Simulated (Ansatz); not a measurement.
Relaxation of Cl3FH2W (7 atoms, charge 0, multiplicity 1), to a largest force component of 0.02 eV/Å in at most 40 steps.

Computed with RHF/def2-SVP (Ansatz).

```xyz
7
Properties=species:S:1:pos:R:3
W 0.000 0.000 0.000
H 0.000 0.000 1.720
Cl 2.390 0.000 0.000
Cl 0.000 2.390 0.000
Cl -2.390 0.000 0.000
F 0.000 -1.850 0.000
H 0.000 0.000 -1.720
```

Problem. Where does it end, and by what steps?

Solution. It converged. After 8 steps the energy has fallen by 2.000 eV; H2 moved furthest, 0.61 Å.

```json
{"step": "0", "energy less start (eV)": "0.0000", "largest force component (eV/Å)": "2.256", "accepted": "yes"}
{"step": "1", "energy less start (eV)": "-0.3499", "largest force component (eV/Å)": "2.217", "accepted": "yes"}
{"step": "2", "energy less start (eV)": "-1.0365", "largest force component (eV/Å)": "1.535", "accepted": "yes"}
{"step": "3", "energy less start (eV)": "-1.4823", "largest force component (eV/Å)": "1.716", "accepted": "yes"}
{"step": "4", "energy less start (eV)": "-1.9143", "largest force component (eV/Å)": "0.787", "accepted": "yes"}
{"step": "5", "energy less start (eV)": "-1.8701", "largest force component (eV/Å)": "1.430", "accepted": "no"}
{"step": "6", "energy less start (eV)": "-1.9994", "largest force component (eV/Å)": "0.078", "accepted": "yes"}
{"step": "7", "energy less start (eV)": "-1.9997", "largest force component (eV/Å)": "0.035", "accepted": "yes"}
{"step": "8", "energy less start (eV)": "-1.9997", "largest force component (eV/Å)": "0.002", "accepted": "yes"}
```

```xyz
7
Properties=species:S:1:pos:R:3
W 0.000 -0.180 0.000
H 0.000 0.550 1.465
Cl 2.261 -0.309 0.000
Cl 0.000 2.291 0.000
Cl -2.261 -0.309 0.000
F 0.000 -2.052 0.000
H 0.000 0.550 -1.465
```

Whether the end is a true minimum wasn't checked by a vibrational analysis.

Time of the run: 18 s on 2 threads of Arm Neoverse V2, on a shared host, peak memory 0.26 GiB.
